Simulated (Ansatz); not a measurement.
`C=C[O][GaH2]`. Total charge 0; spin multiplicity 1. Correlated methods include outer-core shells of Ga, which these sets cover unevenly. Scalar relativity is left out up to krypton.

```xyz
9

C     1.3322    0.5998    0.4015
C     0.0643    0.9984    0.4416
O    -1.0235    0.2130    0.4233
Ga   -1.2376   -1.2449   -0.6152
H     1.6065   -0.4483    0.3461
H     2.1282    1.3310    0.4355
H    -0.1804    2.0571    0.5258
H    -2.5003   -2.0549   -0.2111
H    -0.1894   -1.4511   -1.7475
```

Problem. Give the diagnostics of a CCSD(T)/def2-TZVPP run (frozen core, the Gaussian-basis code of Ansatz). (An estimate is asked.)

Solution. Ansatz gave: T1 = 0.0153, largest single amplitude 0.027, largest double 0.080, (T) share of the correlation energy 4.1 %, 10 CCSD cycles. The RHF solution is stable towards an unrestricted one. T1 lies under the customary mark of 0.02 for closed shells.
